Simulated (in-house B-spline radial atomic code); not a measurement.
Computed with a B-spline radial atomic code. Model: two electrons, singlet ground state, non-relativistic, full CI in B-splines with partial waves to l = 8 (at full coupling up to 3e-4 hartree above the limit, correlation up to 0.6 % small), density held at that of full coupling by Lieb maximisation.

Along the adiabatic connection the electron repulsion is scaled by a coupling λ while a local potential keeps the density fixed. At λ = 0 the system is the Kohn-Sham one and W equals the exchange energy; the exchange-correlation energy is the area under W between 0 and 1. The kinetic energy rises with λ as the electrons avoid each other, with dT/dλ = −λ dW/dλ.

Command:
```bash
python run_ac.py task.json out
```
Settings (lengths in bohr, energies in hartree):
```
potential              coulomb
strength               17
lmax                   8
```

Cost of the run: 5.6 s on 1 thread of Intel(R) Xeon(R) Processor @ 2.30GHz (shared host).

**W = mean repulsion less Hartree energy, and W of three functionals.**

Given: confinement point charge; nuclear charge 17; external potential -Z/r.

Computed: LDA exchange minus exact 1476.6 millihartree; PBE exchange minus exact 210.15 millihartree.

```json
{"coupling": "0", "W xc (hartree)": "-10.403", "W xc minus exchange (millihartree)": "0", "kinetic minus Kohn-Sham (millihartree)": "0", "LDA (PW92) W minus its exchange (millihartree)": "0", "PBE W minus its exchange (millihartree)": "0", "SCAN W minus its exchange (millihartree)": "0"}
{"coupling": "0.02", "W xc (hartree)": "-10.405", "W xc minus exchange (millihartree)": "-1.86", "kinetic minus Kohn-Sham (millihartree)": "0", "LDA (PW92) W minus its exchange (millihartree)": "-17.55", "PBE W minus its exchange (millihartree)": "-1.91", "SCAN W minus its exchange (millihartree)": "-1.86"}
{"coupling": "0.05", "W xc (hartree)": "?", "W xc minus exchange (millihartree)": "?", "kinetic minus Kohn-Sham (millihartree)": "?", "LDA (PW92) W minus its exchange (millihartree)": "?", "PBE W minus its exchange (millihartree)": "?", "SCAN W minus its exchange (millihartree)": "?"}
{"coupling": "0.12", "W xc (hartree)": "-10.414", "W xc minus exchange (millihartree)": "-11.136", "kinetic minus Kohn-Sham (millihartree)": "0.7", "LDA (PW92) W minus its exchange (millihartree)": "-78.9", "PBE W minus its exchange (millihartree)": "-11.48", "SCAN W minus its exchange (millihartree)": "-11.04"}
{"coupling": "0.25", "W xc (hartree)": "-10.426", "W xc minus exchange (millihartree)": "-23.131", "kinetic minus Kohn-Sham (millihartree)": "2.9", "LDA (PW92) W minus its exchange (millihartree)": "-142.26", "PBE W minus its exchange (millihartree)": "-24.01", "SCAN W minus its exchange (millihartree)": "-22.83"}
{"coupling": "0.4", "W xc (hartree)": "-10.44", "W xc minus exchange (millihartree)": "-36.888", "kinetic minus Kohn-Sham (millihartree)": "7.3", "LDA (PW92) W minus its exchange (millihartree)": "-205.35", "PBE W minus its exchange (millihartree)": "-38.52", "SCAN W minus its exchange (millihartree)": "-36.26"}
{"coupling": "0.6", "W xc (hartree)": "-10.458", "W xc minus exchange (millihartree)": "-55.092", "kinetic minus Kohn-Sham (millihartree)": "16.4", "LDA (PW92) W minus its exchange (millihartree)": "-279.74", "PBE W minus its exchange (millihartree)": "-57.9", "SCAN W minus its exchange (millihartree)": "-53.93"}
{"coupling": "0.8", "W xc (hartree)": "-10.476", "W xc minus exchange (millihartree)": "-73.138", "kinetic minus Kohn-Sham (millihartree)": "29.1", "LDA (PW92) W minus its exchange (millihartree)": "-346.71", "PBE W minus its exchange (millihartree)": "-77.25", "SCAN W minus its exchange (millihartree)": "-71.34"}
{"coupling": "1", "W xc (hartree)": "-10.494", "W xc minus exchange (millihartree)": "-91.029", "kinetic minus Kohn-Sham (millihartree)": "45.2", "LDA (PW92) W minus its exchange (millihartree)": "-408.33", "PBE W minus its exchange (millihartree)": "-96.56", "SCAN W minus its exchange (millihartree)": "-88.52"}
{"coupling": "1.4", "W xc (hartree)": "-10.529", "W xc minus exchange (millihartree)": "-126.35", "kinetic minus Kohn-Sham (millihartree)": "87.5", "LDA (PW92) W minus its exchange (millihartree)": "-519.87", "PBE W minus its exchange (millihartree)": "-134.94", "SCAN W minus its exchange (millihartree)": "-122.26"}
{"coupling": "2", "W xc (hartree)": "-10.581", "W xc minus exchange (millihartree)": "-178.22", "kinetic minus Kohn-Sham (millihartree)": "175.7", "LDA (PW92) W minus its exchange (millihartree)": "-666.64", "PBE W minus its exchange (millihartree)": "-191.76", "SCAN W minus its exchange (millihartree)": "-171.44"}
{"coupling": "3", "W xc (hartree)": "?", "W xc minus exchange (millihartree)": "?", "kinetic minus Kohn-Sham (millihartree)": "?", "LDA (PW92) W minus its exchange (millihartree)": "?", "PBE W minus its exchange (millihartree)": "?", "SCAN W minus its exchange (millihartree)": "?"}
{"coupling": "4.5", "W xc (hartree)": "-10.784", "W xc minus exchange (millihartree)": "-380.9", "kinetic minus Kohn-Sham (millihartree)": "830", "LDA (PW92) W minus its exchange (millihartree)": "-1136.3", "PBE W minus its exchange (millihartree)": "-416.11", "SCAN W minus its exchange (millihartree)": "-360.93"}
{"coupling": "7", "W xc (hartree)": "-10.967", "W xc minus exchange (millihartree)": "-564.15", "kinetic minus Kohn-Sham (millihartree)": "1880", "LDA (PW92) W minus its exchange (millihartree)": "-1487", "PBE W minus its exchange (millihartree)": "-619.84", "SCAN W minus its exchange (millihartree)": "-530.28"}
{"coupling": "10", "W xc (hartree)": "-11.165", "W xc minus exchange (millihartree)": "-762.01", "kinetic minus Kohn-Sham (millihartree)": "3556.2", "LDA (PW92) W minus its exchange (millihartree)": "-1823.7", "PBE W minus its exchange (millihartree)": "-839.71", "SCAN W minus its exchange (millihartree)": "-712.44"}
```

What belongs in the row 0.05?

W xc (hartree): -10.407; W xc minus exchange (millihartree): -4.647; kinetic minus Kohn-Sham (millihartree): 0.1; LDA (PW92) W minus its exchange (millihartree): -38.23; PBE W minus its exchange (millihartree): -4.77; SCAN W minus its exchange (millihartree): -4.63.

What belongs in the row 3?

W xc (hartree): -10.665; W xc minus exchange (millihartree): -261.81; kinetic minus Kohn-Sham (millihartree): 384.3; LDA (PW92) W minus its exchange (millihartree): -875.54; PBE W minus its exchange (millihartree): -284; SCAN W minus its exchange (millihartree): -250.

What is the SCAN exchange minus exact?

-3.939 millihartree.

**Energy parts, natural occupations and partial-wave weights.**

Computed: total energy -278.5319 hartree; exchange energy -10.403 hartree; correlation energy -0.045852 hartree; initial slope twice GL2 -0.09304 hartree; kinetic part over minus potential part 0.49629; Kohn-Sham kinetic 278.49 hartree; Lieb Oxford ratio E_xc over LDA exchange 1.1706.

| natural | occupation of the shell (electrons) |
| --- | --- |
| s | 1.9998 |
| p | 0.00010673 |
| s | 6.279e-05 |
| d | ? |
| p | 4.2058e-06 |
| s | 1.587e-06 |

What belongs in the row d?

occupation of the shell (electrons): 6.1675e-06.

```json
{"wave": "s", "weight": "0.99994"}
{"wave": "p", "weight": "?"}
{"wave": "d", "weight": "3.4733e-06"}
{"wave": "f", "weight": "5.2496e-07"}
{"wave": "g", "weight": "1.2674e-07"}
```

What belongs in the row p?

weight: 5.5691e-05.

What is the Hartree energy?

20.805 hartree.

What is the kinetic part of the DFT correlation energy?

0.045177 hartree.

Half-way to full coupling W has made 51 % of its drop, against 50 % for a straight line, and second-order (GL2) theory, half the initial slope, overshoots the correlation energy by about 1 %: correlation is weak here. Over couplings 0 to 1 the errors in E_xc come to about +1290 millihartree for LDA, +208 millihartree for PBE, -2.9 millihartree for SCAN, so SCAN is nearest. In LDA and PBE and SCAN the errors of exchange and correlation have opposite signs, so the sum is smaller than the larger of the two.
